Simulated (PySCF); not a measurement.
CH₃Be, SMILES [Be][CH3], multiplicity 2.

Geometry optimised at PBE-D3(BJ)/def2-TZVPD. The spin state was assumed, not searched. The isomer is the one that the SMILES or the coordinates give; other isomers of the formula were not compared.

Calculation: PySCF with PBE/def2-TZVPD.

The molecule is in vacuum.

| Item | Value |
|---|---|
| total energy | -54.51050 hartree |
| point group | C3v |
| α spin, highest occupied and lowest empty level | -4.47 and -1.61 eV |
| β spin, highest occupied and lowest empty level | -7.39 and -2.33 eV |
| dipole moment | 0.078 e·Å |
| quadrupole, principal values (traceless, Buckingham form, about the centre of nuclear charge) | -4.16, 2.08, 2.08 D·Å |
| mean static polarisability | 47.7 bohr³ (7.07 Å³) |
| polarisability, principal values | 47.6, 47.8, 47.8 bohr³ |
| ⟨S²⟩ | 0.751 (pure state 0.75) |
